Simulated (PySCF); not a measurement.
## Ionising TlCl

PBE0; Tl def2-SVPD with ECP60, Cl def2-SVPD; scalar-relativistic core potentials (PySCF 2.14). Neutral (UKS): singlet (closed shell), Re = 2.552 Å, ωe = 278 cm⁻¹, De = 4.43 eV, HOMO -7.60 eV, LUMO -1.87 eV.

TlCl⁺ (UKS): doublet (π ↑), Re = 3.230 Å, ωe = 91.3 cm⁻¹. The energies at the minima are -632.50459 hartree for TlCl and -632.15159 for TlCl⁺.

**Question.** Work out the adiabatic ionisation energy, without and with harmonic zero-point energies (1 hartree = 27.2114 eV, 1 eV = 8065.5 cm⁻¹), and the change of the bond length.

**Answer.** At PBE0: 0.35300 hartree = 9.606 eV between the minima; the zero-point term (91.3 − 278.0)/2 cm⁻¹ = -0.012 eV makes it 9.594 eV. Re changes by +67.8 pm against the neutral. Minus the HOMO energy is 7.60 eV, -2.01 eV from the value between the minima; self-interaction puts the Kohn–Sham level too high, less so with exact exchange. The electron leaves a π orbital, and the ion is left as a loose complex of an ion and an atom.

TlCl⁻ (UKS): doublet (π ↑), Re = 2.765 Å, ωe = 182 cm⁻¹, De = 1.08 eV to Tl + Cl⁻. The energies at the minima are -632.50459 hartree for TlCl and -632.51718 for TlCl⁻.

**Question.** Work out the adiabatic electron affinity, without and with harmonic zero-point energies (1 hartree = 27.2114 eV, 1 eV = 8065.5 cm⁻¹), and the change of the bond length.

**Answer.** At PBE0: 0.01259 hartree = 0.343 eV between the minima; the zero-point term (278.0 − 182.0)/2 cm⁻¹ = +0.006 eV makes it 0.349 eV. Re changes by +21.3 pm against the neutral. The electron enters a π orbital; in so polar a molecule the change of length follows mostly from the change of the ionic charges.

Spin–orbit coupling is left out, which matters for elements this heavy, above all for dissociation energies. For an ion De counts to the pair picked by the measured ionisation energies or electron affinities, which need not be the lowest pair at this level. The highest Kohn–Sham level is positive in this anion. Much of that is self-interaction error, but it also means that the finite basis helps to hold the extra electron. States were picked by a PBE0 search and need not be the measured ground states.
